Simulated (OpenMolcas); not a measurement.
## W I: effect of the active space

| Item | Value |
| --- | --- |
| Program | OpenMolcas 26.06 |
| Method | MS-CASPT2, IPEA 0.25 Eh, imaginary shift 0.1 Eh |
| Basis | ANO-R2 |
| Scalar Hamiltonian | X2C, finite nucleus |
| Spin-orbit coupling | state interaction with AMFI integrals over the reference wave functions, term energies averaged over their components |

A. 4 electrons in 5 orbitals (5d); 2S+1 = 5 even, 5 roots; 2S+1 = 3 even, 45 roots; 2S+1 = 1 even, 50 roots (49 in the spin-orbit step); closed shells correlated: 5s 5p 6s; CASPT2 step roughly 40 core-seconds
B. 6 electrons in 6 orbitals (5d 6s); 2S+1 = 7 even, 1 root; 2S+1 = 5 even, 30 roots; 2S+1 = 3 even, 67 roots; 2S+1 = 1 even, 35 roots; closed shells correlated: 5s 5p; CASPT2 step roughly 60 core-seconds

Energies in cm-1 above 5d4 6s2 5D0, the measured ground level; measured values from NIST Handbook of Basic Atomic Spectroscopic Data.

| Level | A | B | Measured |
| --- | --- | --- | --- |
| 5d4 6s2 5D0 [71 %] | 0.0 | 0.0 | 0.0 |
| 5d4 6s2 5D1 | 2040 | 1398 | 1670 |
| 5d4 6s2 5D2 | 4050 | 3030 | 3326 |
| 5d4 6s2 5D3 | 5760 | 4610 | 4830 |
| 5d4 6s2 5D4 | 7160 | 6020 | 6219 |
| 5d4 6s2 3G3 [54 %] | 15380 | 16160 |  |
| 5d4 6s2 3H5 [66 %] | 16130 | 17200 |  |
| 5d4 6s2 3H6 | 17580 | 18960 |  |
| 5d4 6s2 3G5 [60 %] | 22600 | 21810 |  |
| 5d4 6s2 3D1 | 23480 | 20810 |  |
| 5d4 6s2 1I6 | 24510 | 25990 |  |
| 5d4 6s2 1S0 | 25640 | 23680 |  |
| 5d4 6s2 1F3 [70 %] | 29260 | 28500 |  |

Deviations, from unrounded energies. A percentage is the sum of absolute deviations over the sum of measured energies, with the sign that they share, or ± where signs differ.

| Against measurement | Levels | A | B |
| --- | --- | --- | --- |
| mean absolute deviation (cm-1) | 4 | 740 | 250 |
| fine structure of the ground term (%) | 4 | +18.5 | -6.1 |

B lies closest to measurement on these levels. The largest miss of B in the table is 5d4 6s2 5D2, by -290 cm-1. The ranking rests on the paired levels alone, and a cruder setting can come out closer through cancelling errors.

The spin-orbit steps hold different terms of 5d4 6s2 (B lacks a 1D, a 1G, a 3F, a 3P), which shifts levels as well.

Between A and B the level of the table that moves most is 5d4 6s2 3D1, by 2700 cm-1 (lowest in B, highest in A). Moves below CASPT2's spread within the term are not significant.

CASPT2 does not keep the components of a term degenerate, so their means are used; among the terms shown or strongly mixed into the levels shown the widest spread is 1400 cm-1 (5d4 6s2 1I, B). The CASPT2 spread within a term exceeds the gap to the next term for 5d4 6s2 3D and 5d4 6s2 1I, 5d4 6s2 1I and 5d4 6s2 1S, so the order of their levels is uncertain (figures for A; the like holds for B). Some high roots are left out of the spin-orbit mixing, which shifts the levels that they would mix with (holds for A). With the s shell closed, the reference lacks s² → p², s² → d² and s → d mixing, so excited terms can stand far too high and out of order, with CASPT2 too (holds for A). Some terms miss by over 15 % even with CASPT2, which points to a basis or an active space too small for the shells correlated (holds for A). Configurations are named by rounded mean occupations; where the s occupation lies near a half they are strongly mixed, a name can repeat and a true partner stay unpaired (holds for B). The lowest spin-free term belongs to 5d5 6s, not to the configuration of the lowest level (holds for B). Computed and measured levels are paired by configuration, term and J; levels that our copy of the source lacks, or whose pairing is in doubt (as where it misses far off the trend of its configuration), stay unpaired and out of the deviations. Only configurations of the active space appear. The table leaves out levels that lie high or whose names do not pair safely across all columns.

A share in square brackets marks a mixed level and gives the weight of the term that names it, the lowest over the columns.
